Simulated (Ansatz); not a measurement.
This geometry of Cl2FH4NOZr (10 atoms, charge 0, multiplicity 1) is a first-order saddle point.

Theory: Ansatz 0.2.0, RKS B3LYP-D4/def2-SVP.

```xyz
10
Properties=species:S:1:pos:R:3
Zr 0.147 0.373 0.083
N -0.178 0.038 2.226
H -1.130 0.157 2.581
H 0.174 -0.829 2.637
F 1.848 0.252 -0.777
Cl -1.436 1.829 -0.890
Cl -0.635 -1.803 -0.481
O 1.124 1.850 1.418
H 2.016 2.209 1.505
H 0.689 1.182 2.198
```

Question: Which two structures does it join? (They come from a converged band through this point; their orientation in space is the band's.)

Answer: Bonds broken: O8–H10. Bonds formed: N2–H10.

Image 0:

```xyz
10
Properties=species:S:1:pos:R:3
Zr 0.101 0.123 0.556
N -0.372 -0.606 2.366
H -1.281 -0.506 2.818
H 0.218 -1.228 2.918
F 1.991 -0.301 0.601
Cl -1.631 1.837 0.406
Cl -0.622 -1.361 -1.159
O 1.247 2.126 0.548
H 2.185 2.205 0.777
H 0.781 2.967 0.670
```

Image 8:

```xyz
10
Properties=species:S:1:pos:R:3
Zr 0.318 0.506 0.039
N -0.293 0.203 2.401
H -1.255 0.487 2.598
H -0.187 -0.765 2.709
F 0.842 0.779 -1.781
Cl -1.871 1.488 -0.056
Cl 0.576 -1.879 0.142
O 1.706 1.566 0.880
H 2.459 2.093 0.589
H 0.323 0.779 2.979
```

Question: How far does it lie above each of them?

Answer: 0.33 eV above the first and 1.35 eV above the second. This is the barrier of this one path; another mechanism may lie lower. The orbitals stay closed-shell, which can raise the energy where a bond breaks towards radicals; this wasn't checked here.

Run time: 5.5 min on 4 threads of Arm Neoverse V1, with other jobs on the host, peak memory 0.36 GiB.
